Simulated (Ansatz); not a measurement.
carbon monosulfide (CS), singlet, at a GFN2-xTB geometry; R2SCAN/def2-TZVP run with Ansatz (a quantum-chemistry and plane-wave program).

Input for Ansatz:
Ansatz 0.2 input:
```yaml
crystal:
  periodic: [false, false, false]
  atoms:
    - {symbol: C, position_ang: [-0.00000000, -0.00000000, -1.10631145]}
    - {symbol: S, position_ang: [0.00000000, 0.00000000, 0.41486679]}
basis:
  gaussian:
    orbitals: def2-TZVP
    final_grid: {core_spheres: 14, valence_spheres: 28, degree: 59}
hamiltonian:
  xc: r2scan
```

Question: What does Ansatz print? Leave out banner, timings and long lists.

Answer: 
```
Functional definition: r2SCAN
441 factors; their error is unknown
mean field evaluation 1: about -11862.8039 eV, gradient 5.0e1 eV
mean field evaluation 2: about -11834.8578 eV, gradient 9.9e1 eV
mean field evaluation 4: about -11869.2106 eV, gradient 2.4e0 eV
mean field evaluation 8: about -11869.2185 eV, gradient 5.3e-2 eV
mean field evaluation 16: about -11869.2136 eV, gradient 1.0e-5 eV
mean field -11869.21362959 eV, -436.1855556454 hartree, gradient 9.9e-6 eV, S^2 0.000000; 0 other end points of the search recorded, 0 dependent functions left out
reference -11869.21363646 eV, -436.1855558980 hartree; 11, 11 occupied and 57, 57 virtual orbitals, 441 factors
Total energy: -11869.21363646 eV, -436.1855558980 hartree
```
